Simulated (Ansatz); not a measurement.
C3H7B, SMILES `CB1CC1`, relaxed with RKS PBE-D4/def2-SVP in the Gaussian-basis code of Ansatz from a rough embedded geometry. The force threshold is 0.03 eV/Å; the program also tests the step.

The species carries charge 0 and has multiplicity 1.

Start:

```xyz
11

C    -0.693   -1.205    1.015
B    -0.080   -0.129    0.132
C    -0.161    1.170   -0.787
C     1.198    0.532   -0.675
H    -0.260   -1.172    2.083
H    -1.830   -1.076    1.135
H    -0.530   -2.247    0.611
H    -0.341    2.076   -0.292
H    -0.670    0.963   -1.829
H     1.547   -0.030   -1.473
H     1.822    1.118    0.079
```

(1) By how much does the energy fall, and how many steps does the optimiser take? (An estimate is asked.)

(2) Which bonds change most? (An estimate is asked.)

(3) Give the relaxed structure. (Best estimate.)

Results:

(1) Ansatz gave: 15.85 kcal/mol, in 6 steps.

(2) Computed: B2–C4 from 1.649 to 1.543 Å; C3–H9 from 1.178 to 1.105 Å; C4–H10 from 1.036 to 1.105 Å; C3–H8 from 1.049 to 1.105 Å.

(3) Computed: 
```xyz
11

C    -0.730   -1.200    1.006
B    -0.109   -0.116    0.089
C    -0.226    1.150   -0.781
C     1.153    0.462   -0.586
H    -0.289   -1.076    2.022
H    -1.833   -1.175    1.100
H    -0.407   -2.216    0.688
H    -0.384    2.140   -0.317
H    -0.693    1.087   -1.781
H     1.602   -0.050   -1.456
H     1.913    0.993    0.015
```
